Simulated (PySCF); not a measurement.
# The potential of point charges around `C[Si@@H]([SiH2]O[SiH2]O)S[SiH3]`

Species: `C[Si@@H]([SiH2]O[SiH2]O)S[SiH3]`. Coordinates (GFN2-xTB, Å) and charges (e) from the PBE0/pcSseg-1 density (PySCF):

```json
{"atom": "C1", "x": "1.046", "y": "-2.260", "z": "1.354", "Mulliken": "-0.6036", "IAO": "-0.6949", "Hirshfeld": "-0.2076", "ESP-fitted": "-0.5954"}
{"atom": "Si2", "x": "1.313", "y": "-0.853", "z": "0.104", "Mulliken": "+0.3043", "IAO": "+0.5079", "Hirshfeld": "+0.2608", "ESP-fitted": "+0.5103"}
{"atom": "Si3", "x": "-0.067", "y": "-0.887", "z": "-1.756", "Mulliken": "+0.6616", "IAO": "+0.7443", "Hirshfeld": "+0.3164", "ESP-fitted": "+0.3229"}
{"atom": "O4", "x": "-1.517", "y": "-0.311", "z": "-1.349", "Mulliken": "-0.7278", "IAO": "-0.8915", "Hirshfeld": "-0.3059", "ESP-fitted": "-0.4134"}
{"atom": "Si5", "x": "-2.691", "y": "0.248", "z": "-0.358", "Mulliken": "+1.0059", "IAO": "+1.2139", "Hirshfeld": "+0.4469", "ESP-fitted": "+0.7772"}
{"atom": "O6", "x": "-2.128", "y": "1.373", "z": "0.647", "Mulliken": "-0.5680", "IAO": "-0.8046", "Hirshfeld": "-0.3178", "ESP-fitted": "-0.6690"}
{"atom": "S7", "x": "0.979", "y": "0.931", "z": "1.347", "Mulliken": "-0.5846", "IAO": "-0.4267", "Hirshfeld": "-0.1388", "ESP-fitted": "-0.4110"}
{"atom": "Si8", "x": "1.290", "y": "2.554", "z": "-0.015", "Mulliken": "+0.4371", "IAO": "+0.5476", "Hirshfeld": "+0.3039", "ESP-fitted": "+0.3392"}
{"atom": "H9", "x": "0.007", "y": "-2.314", "z": "1.668", "Mulliken": "+0.1513", "IAO": "+0.1609", "Hirshfeld": "+0.0445", "ESP-fitted": "+0.1619"}
{"atom": "H10", "x": "1.649", "y": "-2.120", "z": "2.247", "Mulliken": "+0.1598", "IAO": "+0.1690", "Hirshfeld": "+0.0490", "ESP-fitted": "+0.1772"}
{"atom": "H11", "x": "1.311", "y": "-3.219", "z": "0.918", "Mulliken": "+0.1485", "IAO": "+0.1612", "Hirshfeld": "+0.0468", "ESP-fitted": "+0.1468"}
{"atom": "H12", "x": "2.749", "y": "-0.767", "z": "-0.208", "Mulliken": "-0.0068", "IAO": "-0.1061", "Hirshfeld": "-0.0804", "ESP-fitted": "-0.1263"}
{"atom": "H13", "x": "0.386", "y": "-0.024", "z": "-2.854", "Mulliken": "-0.0949", "IAO": "-0.1293", "Hirshfeld": "-0.0797", "ESP-fitted": "-0.0904"}
{"atom": "H14", "x": "-0.291", "y": "-2.246", "z": "-2.257", "Mulliken": "-0.0922", "IAO": "-0.1291", "Hirshfeld": "-0.0793", "ESP-fitted": "-0.0810"}
{"atom": "H15", "x": "-3.180", "y": "-0.933", "z": "0.348", "Mulliken": "-0.1707", "IAO": "-0.1876", "Hirshfeld": "-0.0913", "ESP-fitted": "-0.1601"}
{"atom": "H16", "x": "-3.626", "y": "0.945", "z": "-1.220", "Mulliken": "-0.1507", "IAO": "-0.1597", "Hirshfeld": "-0.0801", "ESP-fitted": "-0.1263"}
{"atom": "H17", "x": "-1.307", "y": "1.271", "z": "1.143", "Mulliken": "+0.2727", "IAO": "+0.3409", "Hirshfeld": "+0.1099", "ESP-fitted": "+0.3845"}
{"atom": "H18", "x": "2.637", "y": "2.429", "z": "-0.566", "Mulliken": "-0.0568", "IAO": "-0.1136", "Hirshfeld": "-0.0712", "ESP-fitted": "-0.0759"}
{"atom": "H19", "x": "1.145", "y": "3.724", "z": "0.834", "Mulliken": "-0.0486", "IAO": "-0.0922", "Hirshfeld": "-0.0615", "ESP-fitted": "-0.0221"}
{"atom": "H20", "x": "0.289", "y": "2.470", "z": "-1.068", "Mulliken": "-0.0367", "IAO": "-0.1105", "Hirshfeld": "-0.0650", "ESP-fitted": "-0.0490"}
```

Points outside the species (Å): A (-1.9, 4.2, 3.5); B (5.5, -1.9, 0.0); C (-5.6, -2.5, 2.6).

Find the potential V = 14.3996 V·Å × Σ q/r of each set of charges at these points.

In volts:

```
point  nearest atom  distance (Å)  Mulliken     IAO  Hirshfeld  ESP-fitted
    A           H17          3.81    -0.358  -0.365     -0.143      -0.213
    B           H12          2.98    +0.135  +0.167     +0.101      +0.081
    C           H15          3.66    -0.057  -0.035     -0.068      -0.058
```

How far are the other sets from the ESP-fitted one at these points?

Root-mean-square difference: Hirshfeld 0.042 V, Mulliken 0.090 V, IAO 0.102 V. The ESP scheme fits charges at the nuclei, held to the total charge, to the electrostatic potential on points at 1.4 to 2.0 times the van der Waals radii.

What energy would a point charge of -2 e have at A in the field of the ESP charges, leaving out polarisation?

+0.425 eV = +41.0 kJ/mol, a repulsion.

Isolated species at its GFN2-xTB geometry (one conformer only).
